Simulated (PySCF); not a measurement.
BH4O4 (charge -1).
Bonds: O1–B2, B2–O3, B2–O4, B2–O5. Hydrogens: H6 on O1; H7 on O3; H8 on O4; H9 on O5.

Jobs on this species (9 atoms, 42 electrons) with PySCF (density fitting). Hardware of each: Arm Neoverse V1, one thread, no GPU, on a shared host. Times come from a shared host and carry two figures at best.

Question: Rank these jobs by wall time, shortest first.
A. delta-SCF UKS SCAN, pcX-2 on the ionised atom, pcseg-1 elsewhere, spin-free X2C; ΔSCF core ionisation, 2 holes; 121 basis functions
B. PBE0-D3(BJ)/def2-SVP, grid level 1; geometry optimisation from a GFN2-xTB start; 90 basis functions
C. wB97X-D/def2-SVPD; 10 singlets by full TDDFT, 4 Tamm–Dancoff triplets, polarisability, ΔSCF ions; 144 basis functions

Answer: A (9.5 s), B (19 s), C (62 s).

All jobs:

```json
{"level and settings": "PBE0/pcSseg-1", "work": "shieldings, charges and field gradients", "basis functions": "105", "SCF cycles": "12", "wall time": "6.3 s"}
{"level and settings": "delta-SCF UKS SCAN, pcX-2 on the ionised atom, pcseg-1 elsewhere, spin-free X2C", "work": "ΔSCF core ionisation, 2 holes", "basis functions": "121", "SCF cycles": "33", "wall time": "9.5 s"}
{"level and settings": "HF/pcSseg-2", "work": "shieldings", "basis functions": "236", "SCF cycles": "10", "wall time": "11 s"}
{"level and settings": "PBE0-D3(BJ)/def2-SVP, grid level 1", "work": "geometry optimisation from a GFN2-xTB start", "basis functions": "90", "SCF cycles": "47", "wall time": "19 s"}
{"level and settings": "B3LYP/pcJ-1", "work": "spin–spin couplings from 9 perturbed nuclei", "basis functions": "175", "SCF cycles": "12", "wall time": "25 s"}
{"level and settings": "wB97X-D/def2-SVPD", "work": "10 singlets by full TDDFT, 4 Tamm–Dancoff triplets, polarisability, ΔSCF ions", "basis functions": "144", "SCF cycles": "12", "wall time": "62 s"}
```

Q: What do all jobs in the table cost together?

A: About 2.2 min; the longest takes about 47 % of that, and about 9.8 times as long as the shortest.
